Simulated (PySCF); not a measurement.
## Radial density of Co⁺ (cobalt, charge +1)

BP86, [Ar] 3d8, high-spin 3F determinant. All numbers are calculated (PySCF 2.14, scalar relativity by spin-free X2C-1e, in cc-pVTZ-DK).

```tsv
r (bohr)	4πr²ρ (e/bohr)	4πr²(ρα − ρβ)
0.000997	0.2422	0.0000
0.00168	0.6089	0.0000
0.00282	1.498	0.0000
0.00474	3.556	0.0000
0.00798	7.946	0.0000
0.0134	15.94	0.0001
0.0226	26.57	0.0001
0.0380	32.71	0.0004
0.0639	27.80	0.0023
0.107	27.49	0.0195
0.181	36.67	0.1397
0.304	21.13	0.6649
0.511	16.21	1.6145
0.860	15.68	1.6394
1.45	4.382	0.7121
2.43	0.7137	0.1340
4.09	0.04723	0.0038
6.88	0.0005579	0.0000
```

Densities and radii are taken from the X2C orbitals without a picture-change correction, which distorts them close to the nucleus.
